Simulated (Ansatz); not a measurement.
Basis sets compared for trans-NiH2(PF3)2 (NiP₂H₂F₆). Charge 0, multiplicity 1. Geometry B3LYP-D4/def2-SVP. Ansatz on 4 threads of Arm Neoverse V2 on a shared host; times are rough, and most runs start from earlier orbitals.

```xyz
11

F     1.145   -2.168   -1.906
F     0.058   -3.218   -0.051
F     2.200   -2.217    0.276
F    -2.149    2.218   -0.365
F    -0.038    3.223    0.125
F    -1.249    2.153    1.884
Ni    0.011    0.002    0.012
P     0.806   -1.858   -0.389
P    -0.804    1.858    0.392
H     1.326    0.510   -0.503
H    -1.306   -0.504    0.525
```

The restricted singlet is unstable towards broken spin symmetry in Hartree–Fock (as tested in another run); at PBE-D4/def2-SVP, PBE0-D4/def2-SVP, PBE0-D4/def2-TZVP this wasn't settled. No other spin state of charge 0 was run. Another isomer (singlet) lies 0.55 eV lower at PBE0-D4/def2-TZVP; other spin states weren't run for this one.

Binding counts from free atoms (F doublet, Ni triplet, P quartet, H doublet) in the same basis, without a counterpoise term.

```
           level  functions  energy (Eh)  HOMO (eV)  LUMO (eV)  binding per atom (eV)  wall time
 PBE-D4/def2-SVP        161   -2789.5004      -5.61      -2.78                   3.71      1.9 s
PBE0-D4/def2-SVP        161   -2789.5121      -7.73      -2.04                   3.38      3.1 s
```

Problem. Estimate the rows for PBE-D4/def2-TZVP (with forces), PBE0-D4/def2-TZVP.

Solution. 
| level | functions | energy (Eh) | HOMO (eV) | LUMO (eV) | binding per atom (eV) | wall time |
| --- | --- | --- | --- | --- | --- | --- |
| PBE-D4/def2-TZVP (with forces) | 317 | -2790.7793 | -6.12 | -3.15 | 3.76 | 5.5 s |
| PBE0-D4/def2-TZVP | 317 | -2790.7792 | -8.10 | -2.32 | 3.49 | 13 s |
